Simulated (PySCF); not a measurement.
**How methods differ on the excitation energy of F+**

F+ [He] 2s2 2p4 (3P) → F+ [He] 2s1 2p4 3s1 (5P), as a difference of total energies. Computed with PySCF 2.14 in x2c-TZVPPall with one added diffuse shell each of s, p, d type (6s4p3d1f, 40 functions), with scalar relativity by spin-free X2C-1e. Correlated levels: valence: 1s2 frozen. The calculations carry no spin-orbit coupling.

```
           method  excitation energy (eV)
              UHF                  39.669
    MP2 (valence)                  40.569
SCS-MP2 (valence)                  40.726
   CCSD (valence)                  40.967
CCSD(T) (valence)                  40.857
```

Question: How much does correlation contribute at CCSD(T) (valence)?

Answer: 40.857 − (39.669) = 1.188 eV, measured against UHF.

The upper state lies above the first ionisation limit, where it may autoionise and the basis confines it. A Rydberg-like electron needs more diffuse functions than a valence basis has.

The promoted electron is Rydberg-like, and one or two diffuse shells describe it only roughly, which tends to raise the upper state.

The coupled-cluster amplitudes are large for the upper state (T1 above 0.03 or a double amplitude above 0.15), so a single reference is strained.
